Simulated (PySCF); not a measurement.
MgClBr, SMILES [Mg]([Br])[Cl]. Atoms are numbered in the order given.

```xyz
3

Mg     0.0000     0.0000    -0.6938
Cl     0.0000     0.0000    -2.8703
Br     0.0000     0.0000     1.6320
```

Geometry optimised at B3LYP-D3(BJ)/def2-TZVP.

The numbers are results of PBE0/def2-TZVPD (PySCF), not measurements.

Mulliken values depend strongly on the basis, most of all with diffuse functions as here. ESP charges are fitted to the potential on shells at 1.4 to 2.0 van der Waals radii. Atomic charges (e):

```csv
atom,Mulliken,ESP fit,IAO
Mg1,0.76,0.79,1.57
Cl2,-0.43,-0.41,-0.80
Br3,-0.33,-0.38,-0.77
```
